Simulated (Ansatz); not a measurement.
Reaction (ligand exchange at the Si–O bond): `[BH2][AlH][O][SiH3]` + `N=C(O)[SiH3]` → `N=C([SiH3])O[SiH3]` + `[BH2][AlH][OH]`

Computed with Ansatz on PBE0-D4/def2-TZVP structures; ΔE is electronic, products minus reactants. CCSD(T)/CBS is the MP2 limit (def2-TZVPP, def2-QZVPP) plus CCSD(T) − MP2 in def2-TZVPP, frozen cores. One conformer a species, not always the lowest.

```tsv
species	CCSD(T)/def2-TZVPP energy (Eh)
`[BH2][AlH][O][SiH3]`	-634.61616
`N=C(O)[SiH3]`	-459.88079
`N=C([SiH3])O[SiH3]`	-750.16690
`[BH2][AlH][OH]`	-344.32078
```

Task: Work out ΔE.

Result: ΔE = (-750.16690) + (-344.32078) − (-634.61616) − (-459.88079) = 0.00927 Eh = +24.3 kJ/mol. CCSD(T)/CBS gives +24.2 kJ/mol.

Largest T1 diagnostic among the species: 0.014.

The D4 term adds −4.5 kJ/mol with B3LYP and −2.4 kJ/mol with PBE0; it sums over pairs of atoms, weighted by their polarisabilities, and B3LYP, whose exchange is more repulsive, gets the larger term. In def2-TZVPP, CCSD(T) changes the Hartree–Fock value by −14.8 kJ/mol (the triples alone add −2.6 kJ/mol) and MP2 by −16.1 kJ/mol.

B3LYP here is the variant with VWN-RPA as its local correlation; programs differ in this.
